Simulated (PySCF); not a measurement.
Start geometry of `C(O[SiH2]P[SiH3])=O` from GFN2-xTB (Å):
```
atom  x, y, z in Å
O1     0.945    1.131    1.310
C2     1.898    1.033    0.626
O3     2.054    0.180   -0.344
Si4    1.006   -1.021   -0.749
P5    -0.607   -1.049    0.791
Si6   -2.073    0.515    0.127
H7     2.805    1.676    0.756
H8     1.836   -2.203   -0.666
H9     0.677   -0.651   -2.113
H10   -1.293   -2.117    0.249
H11   -1.671    1.802    0.668
H12   -2.178    0.585   -1.329
H13   -3.393    0.102    0.662
```

Task: What comes out of this run: PySCF, PBE0-D3(BJ)/def2-SVP geometry optimisation, gas phase?

Result: 
```
atom  x, y, z in Å
O1     0.845    1.626    0.329
C2     1.951    1.151    0.361
O3     2.243   -0.082   -0.012
Si4    0.947   -1.071   -0.599
P5    -0.647   -1.196    0.970
Si6   -1.993    0.492    0.258
H7     2.849    1.700    0.711
H8     1.598   -2.394   -0.778
H9     0.532   -0.504   -1.913
H10   -1.336   -2.242    0.280
H11   -1.884    1.632    1.205
H12   -1.713    0.928   -1.141
H13   -3.385   -0.055    0.320
```

The energy falls by 0.488 eV over 16 energy and gradient evaluations, the largest force component goes from 0.0408 to 2.2e-04 Eh/bohr, and the atoms move by 0.455 Å rms after alignment. The bond that changes most is O3–Si4 (oxygen singly bound to a carbonyl carbon to oxygen-bound silicon), which lengthens by 0.088 Å. Bonds longer at the end by more than 0.005 Å: 11 of 12; shorter: 1. Among the angles that change most is C2–O3–Si4, from 125.9° to 117.6°. Among the dihedrals that turn most is C2–O3–Si4–P5, from -6° to -57°. Rotational constants go from 2680, 1371, 1109 to 2588, 1398, 1054 MHz. The orientation of the end geometry is arbitrary; only internal coordinates are fixed.

The run used 131 basis functions and 122 SCF cycles in all. On one thread, Arm Neoverse V2 (aarch64), shared host, this took 1.8 min and 0.52 GiB of memory at its peak.

PBE0-D3(BJ)/def2-SVP frequencies: not computed here. One conformer, not necessarily the lowest.
